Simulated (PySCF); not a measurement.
Below is a simulated gas-phase P 2p photoelectron spectrum of `N[SiH](P)P`.

Every computed line was given a Gaussian of 0.7 eV full width at half maximum and an area set by the number of equivalent atoms (split 2:1 within a doublet); the highest printed point is 100. Method used: delta-SCF UKS SCAN, pcX-2 on the ionised atom, pcseg-1 elsewhere, spin-free X2C (PySCF 2.14.0).

binding energy (eV), intensity and a bar:
```
    135.2          1 
    135.3          2 
    135.4          4 #
    135.5          9 ###
    135.6         18 #####
    135.7         31 #########
    135.8         50 ###############
    135.9         70 #####################
    136.0         88 ##########################
    136.1         99 ##############################
    136.2        100 ##############################
    136.3         91 ###########################
    136.4         76 #######################
    136.5         60 ##################
    136.6         49 ###############
    136.7         44 #############
    136.8         45 ##############
    136.9         49 ###############
    137.0         51 ###############
    137.1         50 ###############
    137.2         44 #############
    137.3         35 ##########
    137.4         25 #######
    137.5         15 #####
    137.6          9 ###
    137.7          4 #
    137.8          2 #
    137.9          1 
    138.0          0
```

Q: How many maxima does the curve show, and how many computed lines lie under it?

A: The curve has 2 maxima (at 136.2 and 137.0 eV). Under it lie 2 lines from 1 inequivalent phosphorus site, drawn as a 2p3/2, 2p1/2 pair.

Q: Decompose the envelope and assign each component. Numbering: `[NH2:1][SiH:2]([PH2:3])[PH2:4]`.

A: 
```
position (eV)  relative area     line  atoms                  environment
       136.15           1.33  P 2p3/2  P3/P4  three-coordinate phosphorus
       137.04           0.67  P 2p1/2  P3/P4  three-coordinate phosphorus
```

Shake-up satellites, vibrational structure and lifetime widths aren't simulated. Topologically equivalent atoms share the value of their first member; where this conformer doesn't relate them by symmetry, their own values could differ. For 2p shells one spin-free hole was relaxed; a mean-field spin–orbit operator and the ground-state splitting of the three 2p orbitals were then diagonalised within the shell. The shell's mean is (2 × 2p3/2 + 2p1/2)/3, and the degeneracies 2j + 1 give areas of 2:1. 2p1/2 minus 2p3/2 (ligand field included): P 0.89 eV. One conformer (not necessarily the lowest) at the PBE0-D3(BJ)/def2-SVP geometry, without solvent, vibrations or thermal averaging.

Shape of the structure used: `[NH2:1][SiH:2]([PH2:3])[PH2:4]`: H–N1–Si2–P3 171°, H–N1–Si2–P3 -47°, H–P3–Si2–N1 -178°, H–P3–Si2–N1 -83°, H–P4–Si2–N1 -56°, H–P4–Si2–N1 38°.
